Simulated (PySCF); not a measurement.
C3H8Mg, SMILES C[CH2][Mg][CH3].

Coordinates come from a B3LYP-D3(BJ)/def2-SVP optimisation. The structure was generated by enumeration; whether it is a known compound was not checked. Other conformers were not sampled.

Calculation: TDDFT-PBE/def2-SVPD (PySCF).

Vertical excitations. The molecule is in vacuum.

Q: List the lowest excited states. (An estimate is asked for; the answer gives what the named calculation found.)

A: 
```json
[
 {"state": "S1", "energy (eV)": "4.30", "λ (nm)": "288", "f": "0.004", "main pairs": "HOMO→LUMO+1 94 %"},
 {"state": "S2", "energy (eV)": "4.38", "λ (nm)": "283", "f": "0.002", "main pairs": "HOMO→LUMO+2 100 %"},
 {"state": "S3", "energy (eV)": "4.49", "λ (nm)": "276", "f": "0.235", "main pairs": "HOMO→LUMO 89 %"},
 {"state": "S4", "energy (eV)": "5.20", "λ (nm)": "239", "f": "0.004", "main pairs": "HOMO→LUMO+3 99 %"},
 {"state": "S5", "energy (eV)": "5.46", "λ (nm)": "227", "f": "0.042", "main pairs": "HOMO−1→LUMO 96 %"},
 {"state": "S6", "energy (eV)": "5.66", "λ (nm)": "219", "f": "0.089", "main pairs": "HOMO−1→LUMO+1 98 %"},
 {"state": "S7", "energy (eV)": "5.75", "λ (nm)": "216", "f": "0.097", "main pairs": "HOMO−1→LUMO+2 98 %"},
 {"state": "S8", "energy (eV)": "6.16", "λ (nm)": "201", "f": "0.011", "main pairs": "HOMO→LUMO+4 99 %"},
 {"state": "S9", "energy (eV)": "6.20", "λ (nm)": "200", "f": "0.003", "main pairs": "HOMO→LUMO+5 99 %"},
 {"state": "S10", "energy (eV)": "6.40", "λ (nm)": "194", "f": "0.013", "main pairs": "HOMO−1→LUMO+3 89 %"},
 {"state": "T1", "energy (eV)": "3.68", "λ (nm)": "337", "f": "0", "main pairs": "HOMO→LUMO 99 %"},
 {"state": "T2", "energy (eV)": "4.16", "λ (nm)": "298", "f": "0", "main pairs": "HOMO→LUMO+1 99 %"},
 {"state": "T3", "energy (eV)": "4.25", "λ (nm)": "292", "f": "0", "main pairs": "HOMO→LUMO+2 99 %"},
 {"state": "T4", "energy (eV)": "4.84", "λ (nm)": "256", "f": "0", "main pairs": "HOMO−1→LUMO 98 %"}
]
```
Triplets are in the Tamm–Dancoff approximation, which puts them higher than full response would, so one can lie above its singlet here.
